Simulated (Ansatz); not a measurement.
The cluster Pb2O⁺. The state is a doublet with charge 1. Geometry PBE0-D4/def2-TZVP, that of the neutral singlet.

Cartesian coordinates in Å:
```
Pb -0.371 1.416 -0.563
Pb 0.647 -1.371 -0.401
O -0.276 -0.044 0.964
```

In the def2 sets Pb takes a core potential; there is no spin–orbit coupling. The structure comes from a short search, and lower isomers may exist.

**Question.** Estimate the α-spin orbital energies around the gap (eV) in Ansatz with PBE-D4/def2-TZVP, r2SCAN-D4/def2-TZVP, PBE0-D4/def2-TZVP.

**Answer.** 
```tsv
orbital	PBE-D4/def2-TZVP	r2SCAN-D4/def2-TZVP	PBE0-D4/def2-TZVP
HOMO−5	-17.89	-18.34	-19.35
HOMO−4	-17.23	-17.57	-18.55
HOMO−3	-12.17	-12.37	-13.36
HOMO−2	-12.10	-12.36	-13.34
HOMO−1	-12.06	-12.27	-13.19
HOMO	-9.71	-10.03	-10.55
LUMO	-8.55	-8.43	-7.80
LUMO+1	-7.80	-7.57	-7.02
LUMO+2	-6.76	-6.69	-6.18
LUMO+3	-6.36	-6.06	-5.58
LUMO+4	-4.47	-3.88	-3.70
LUMO+5	-2.08	-1.02	-1.52
β HOMO	-11.85	-12.03	-12.92
β LUMO	-8.89	-8.56	-8.12
```
